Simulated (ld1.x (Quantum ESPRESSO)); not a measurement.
**Pseudopotential generation for nickel (Ni): ultrasoft, LDA (PZ), scalar-relativistic.**

ld1.x (Quantum ESPRESSO) 7.5 was run on this input:

```
&input
   title='Ni', zed=28., rel=1, dft='PZ', iswitch=3,
   config='[Ar] 3d7 4s0 4p0',
   nld=3, rlderiv=2.15, eminld=-5.0, emaxld=5.0, deld=0.02
 /
 &inputp
   pseudotype=3, tm=.true., lloc=-1, rcloc=1.35,
   nlcc=.false.,
   which_augfun='PSQ', rmatch_augfun=1.55,
   file_pseudopw='Ni.UPF', file_wfcaegen='ae.wfc', file_wfcncgen='nc.wfc', file_beta='beta', file_chi='chi', file_wfcusgen='us.wfc'
 /
6
4S  1  0   0.00   0.00  1.45  1.95  0.0
4S  1  0   0.00  -2.15  1.45  1.95  0.0
4P  2  1   0.00   0.00  1.75  1.85  0.0
4P  2  1   0.00  -1.55  1.75  1.85  0.0
3D  3  2   7.00   0.00  1.50  1.60  0.0
3D  3  2   0.00   0.05  1.50  1.60  0.0
 &test
   configts(1)='3d7 4s0 4p0'
 /
```

Command:

```bash
ld1.x < Ni.in > Ni.out
```

Resulting log (shortened: banner, matrices, multipoles, cross overlaps and the repeated all-electron block are left out):

```
Program LD1 v.7.5
     --------------------------- All-electron run ----------------------------

     Ni
     scalar relativistic calculation

     atomic number is 28.00
     dft =PZ   lsd =0 sic =0 latt =0  beta=0.20 tr2=1.0E-14
     Exchange-correlation= PZ
                           (   1   1   0   0   0   0   0)
     mesh =1195 r(mesh) =  98.77016 a.u. xmin = -7.00 dx = 0.01250
     1 Ry =  13.60569312 eV, c = 137.03599908

     n l     nl                  e(Ry)          e(Ha)          e(eV)
     1 0     1S 1( 2.00)      -605.3010      -302.6505     -8235.5400
     2 0     2S 1( 2.00)       -74.9910       -37.4955     -1020.3050
     2 1     2P 1( 6.00)       -65.0183       -32.5091      -884.6188
     3 0     3S 1( 2.00)       -11.0301        -5.5150      -150.0718
     3 1     3P 1( 6.00)        -8.1312        -4.0656      -110.6311
     3 2     3D 1( 7.00)        -3.4827        -1.7414       -47.3846
     4 0     4S 1( 0.00)        -2.4662        -1.2331       -33.5544
     4 1     4P 1( 0.00)        -1.8665        -0.9332       -25.3948

     final scf error:  1.0E-14 reached in  24 iterations

     Etot =   -3031.330247 Ry,   -1515.665124 Ha,  -41243.349100 eV

     Ekin =    3072.325706 Ry,    1536.162853 Ha,   41801.120736 eV
     Encl =   -7208.511450 Ry,   -3604.255725 Ha,  -98076.794663 eV
     Eh   =    1224.077192 Ry,     612.038596 Ha,   16654.418628 eV
     Exc  =    -119.221695 Ry,     -59.610848 Ha,   -1622.093801 eV

     normalization and overlap integrals

     s(1S/1S) =  1.000000  <r> =   0.0542  <r2> =    0.0039  r(max) =   0.0353
     s(2S/2S) =  1.000000  <r> =   0.2454  <r2> =    0.0711  r(max) =   0.2055
     s(2P/2P) =  1.000000  <r> =   0.2155  <r2> =    0.0570  r(max) =   0.1641
     s(3S/3S) =  1.000000  <r> =   0.7369  <r2> =    0.6266  r(max) =   0.6410
     s(3P/3P) =  1.000000  <r> =   0.7701  <r2> =    0.6983  r(max) =   0.6410
     s(3D/3D) =  1.000000  <r> =   0.8955  <r2> =    1.0171  r(max) =   0.6174
     s(4S/4S) =  1.000000  <r> =   2.1041  <r2> =    4.9985  r(max) =   1.8782
     s(4P/4P) =  1.000000  <r> =   2.4204  <r2> =    6.6462  r(max) =   2.1282

     ------------------------ End of All-electron run ------------------------

     --------------------- Generating US pseudopotential ---------------------

      Generating local potential from pseudized AE potential:
      Matching radius rcloc =   1.3500

      Local pseudo, rcloc= 1.340 Estimated cut-off energy=    12.87 Ry
      Wfc-us  4S rcutus= 1.950  Estimated cut-off energy=    11.90 Ry
      Wfc-us  4S rcutus= 1.950  Estimated cut-off energy=    12.38 Ry
      Wfc-us  4P rcutus= 1.855  Estimated cut-off energy=    20.95 Ry
      Wfc-us  4P rcutus= 1.855  Estimated cut-off energy=    21.34 Ry
      Wfc-us  3D rcutus= 1.596  Estimated cut-off energy=    46.62 Ry
      Wfc-us  3D rcutus= 1.596  Estimated cut-off energy=    39.51 Ry

     Q pseudized with Bessel functions
     Expected ecutrho=     183.5418 due to l1=  2   l2=  2

     ------------------- End of pseudopotential generation -------------------

     Computing logarithmic derivative in   2.14163
     Computing logarithmic derivative in   2.14163
     Computing the partial wave expansion
     R is outside the sphere for l=    0 j= 0.00
     R is outside the sphere for l=    0 j= 0.00
     R is outside the sphere for l=    1 j= 0.00
     R is outside the sphere for l=    1 j= 0.00
     R is outside the sphere for l=    2 j= 0.00
     R is outside the sphere for l=    2 j= 0.00

     ---------------------- Testing the pseudopotential ----------------------

     Ni
     scalar relativistic calculation

     atomic number is 28.00   valence charge is 10.00
     dft =PZ   lsd =0 sic =0 latt =0  beta=0.20 tr2=1.0E-14
     mesh =1195 r(mesh) =  98.77016 xmin = -7.00 dx = 0.01250

     n l     nl             e AE (Ry)        e PS (Ry)    De AE-PS (Ry)
     3 2     3D   1( 7.00)       -3.48270       -3.48270        0.00000
     1 0     4S   1( 0.00)       -2.46620       -2.46620        0.00000
     2 1     4P   1( 0.00)       -1.86648       -1.86648        0.00000

     eps = 5.5E-15  iter =  3

     Etot =   -3031.330247 Ry,   -1515.665124 Ha,  -41243.349100 eV
     Etotps =   -72.215351 Ry,     -36.107676 Ha,    -982.539910 eV

     Ekin =      22.458608 Ry,      11.229304 Ha,     305.564930 eV
     Encl =    -173.361618 Ry,     -86.680809 Ha,   -2358.704971 eV
     Ehrt =      51.099562 Ry,      25.549781 Ha,     695.244954 eV
     Ecxc =     -10.388771 Ry,      -5.194385 Ha,    -141.346428 eV
     Epseu=      37.976867 Ry,      18.988434 Ha,     516.701605 eV

     ---------------------- End of pseudopotential test ----------------------
```

Note: ghost states, extra bound levels that the all-electron valence spectrum of the same l lacks: p at -39.5 eV, s at -29.1 eV. A true bound ghost makes a file unfit for plane-wave use.

Generation and configuration tests took about 1.7 s on one core of a shared server CPU.
